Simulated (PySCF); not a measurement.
Spin-rotation constants: `InChI=1S/C4H7F3Ge/c5-4(6,7)2-1-3-8/h1-2H,3H2,8H3/b2-1-`

Geometry (Å), atoms numbered from 1 in this order:
```xyz
15

F    -0.718   -0.761    1.421
C    -1.735   -0.308    0.639
F    -2.755   -0.059    1.467
F    -2.102   -1.370   -0.106
C    -1.347    0.884   -0.162
C    -0.251    0.899   -0.916
C     0.698   -0.221   -1.053
Ge    1.935   -0.315    0.524
H    -2.012    1.726   -0.071
H    -0.010    1.812   -1.443
H     1.288   -0.109   -1.961
H     0.174   -1.175   -1.101
H     1.878   -1.654    1.172
H     3.341   -0.088    0.047
H     1.612    0.747    1.520
```

Computed, not measured: GIAO LC-wPBE/ANO-RCC-VDZP magnetisability, rotational g tensor and spin-rotation constants, non-relativistic, gas phase (PySCF). Geometry: GFN2-xTB.

The calculation is non-relativistic, which matters for the atoms heavier than Zn.

(1) Give the nuclear spin-rotation constants along the inertial axes (H = +C I·J) beside the isotropic shieldings.

Results:

(1) Rotational constants 2.7764, 0.7607, 0.6955 GHz. A star marks the isotopologue with that one atom substituted, in its own axes.
```
atom  isotope  Caa (kHz)  Cbb (kHz)  Ccc (kHz)  mean (kHz)  σ (ppm)
  F1      19F      3.755      0.915      0.820       1.830    254.8
  F3      19F      2.628      0.938      0.918       1.495    268.4
  F4      19F      3.446      1.145      0.605       1.732    261.8
  H9       1H     -0.122     -0.061     -0.003      -0.062     26.1
 H10       1H     -0.249      0.029     -0.035      -0.085     24.7
 H11       1H     -0.173     -0.029     -0.071      -0.091     30.4
 H12       1H     -0.211     -0.074     -0.011      -0.099     29.7
 H13       1H     -0.258     -0.011     -0.034      -0.101     28.1
 H14       1H      0.055     -0.062     -0.064      -0.024     28.1
 H15       1H     -0.246     -0.070      0.008      -0.102     28.8
  C2     13C*      0.836      0.235      0.213       0.428     57.6
  C5     13C*      0.696      0.236      0.209       0.380     73.4
  C6     13C*      0.861      0.291      0.225       0.459     39.0
  C7     13C*      0.328      0.096      0.070       0.165    186.4
 Ge8    73Ge*     -0.378     -0.082     -0.099      -0.186   2230.7
```
For the geometry as given, no vibrational averaging.
